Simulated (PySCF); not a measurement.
# Selenium: a sound run and one with changed settings

Sound run: Se⁺ [Ar] 3d10 4s2 4p3, Se²⁺ [Ar] 3d10 4s2 4p2. Computed with PySCF 2.14 in cc-pVTZ-DK (6s5p3d1f, 43 functions), with the spin-free X2C one-electron Hamiltonian (Gaussian nucleus). In the sound run the correlated levels freeze [Ar] 3d10. The sound run starts from symmetry-adapted Hartree-Fock orbitals and uses a fine grid where one is needed.

Changed run: initial guess minao, at most 50 SCF cycles, level shift 0.1 hartree.

| species | method | sound run (hartree) | changed run (hartree) | converged |
| --- | --- | --- | --- | --- |
| Se⁺ | UHF | -2427.75247 | -2427.75247 | yes |
| Se⁺ | r2SCAN | -2429.43699 | -2429.43699 | yes |
| Se⁺ | M06-2X | -2429.57326 | -2429.57326 | yes |
| Se⁺ | MP2 | -2427.82711 | -2427.82133 | yes |
| Se⁺ | CCSD(T) | -2427.84418 | -2427.84418 | yes |
| Se²⁺ | UHF | -2426.98658 | -2426.98658 | yes |
| Se²⁺ | r2SCAN | -2428.64419 | -2428.64419 | yes |
| Se²⁺ | M06-2X | -2428.79289 | -2428.79289 | yes |
| Se²⁺ | MP2 | -2427.04287 | -2427.03857 | yes |
| Se²⁺ | CCSD(T) | -2427.06017 | -2427.06017 | yes |

Ionisation energy of Se⁺:

```tsv
method	sound run (eV)	changed run (eV)
UHF	20.841	20.841
r2SCAN	21.573	21.573
M06-2X	21.235	21.235
MP2	21.340	21.300
SCS-MP2	21.190	21.162
CCSD	21.306	21.306
CCSD(T)	21.334	21.334
```

A level shift leaves the converged SCF energy unchanged but raises the virtual orbital energies, which shrinks MP2 if it is not removed.

For comparison, NIST gives 21.196 ± 0.01 eV between the lowest levels.
